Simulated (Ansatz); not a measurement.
`BC[SiH2]Cl` → `B[SiH2]Cl` + `[CH2]` (triplet) at 400 K and 1 bar (formal loss of a carbene).

Isolated molecules relaxed with PBE0-D4/def2-TZVP in Ansatz; ΔE leaves out vibrations. CCSD(T)/CBS adds triple-zeta CCSD(T) − MP2 to the extrapolated MP2 energy (def2 sets, frozen cores). This one scheme is used for every species. Triplets are unrestricted, without spin–orbit coupling. One conformer a species, not always the lowest.

```csv
species,CCSD(T)/CBS energy (Eh),H − E (kJ/mol),S (J/(mol·K))
`BC[SiH2]Cl`,-815.35378,205.3,367.6
`B[SiH2]Cl`,-776.05948,125.0,329.6
`[CH2]` (triplet),-39.09499,59.0,205.7
```

H − E and S are ideal-gas, rigid-rotor, harmonic terms from PBE0-D4/def2-TZVP, for one conformer and one mirror image of each species, with the whole ground term of open shells counted as degenerate. 1 Eh = 2625.50 kJ/mol, R = 8.31446 J/(mol·K).

Q: By hand: ΔE, ΔH, ΔS and ΔG.

A: ΔE = (-776.05948) + (-39.09499) − (-815.35378) = 0.19931 Eh = 523.3 kJ/mol. Δ(H − E) = 125.0 + 59.0 − 205.3 = -21.3, so ΔH = 502.0 kJ/mol. ΔS = 329.6 + 205.7 − 367.6 = 167.7 J/(mol·K). ΔG = 502.0 − 400 × (167.7)/1000 = 434.9 kJ/mol.

Q: By hand: the equilibrium constant, and the temperature at which ΔG would vanish if ΔH and ΔS stayed fixed.

A: log₁₀ K = −ΔG/(RT ln 10) = -56.8. ΔG = 0 at ΔH/ΔS = 2993 K, far beyond where these terms or the molecules hold.

The number of gas molecules changes by +1, which sets the sign of ΔS. A doubt of 5 kJ/mol in ΔE shifts log₁₀ K by 0.7 here. Other conformers and mirror images would add mixing entropy, several J/(mol·K) or more a flexible species. Modes under 60 cm⁻¹, often nearly free rotors, make the harmonic entropy too high. A triplet takes part, so the spin changes. These are equilibria of isolated gas molecules and say nothing of rates. Largest T1 diagnostic: 0.011 (customary marks: 0.02 for closed shells, 0.045 for open ones).
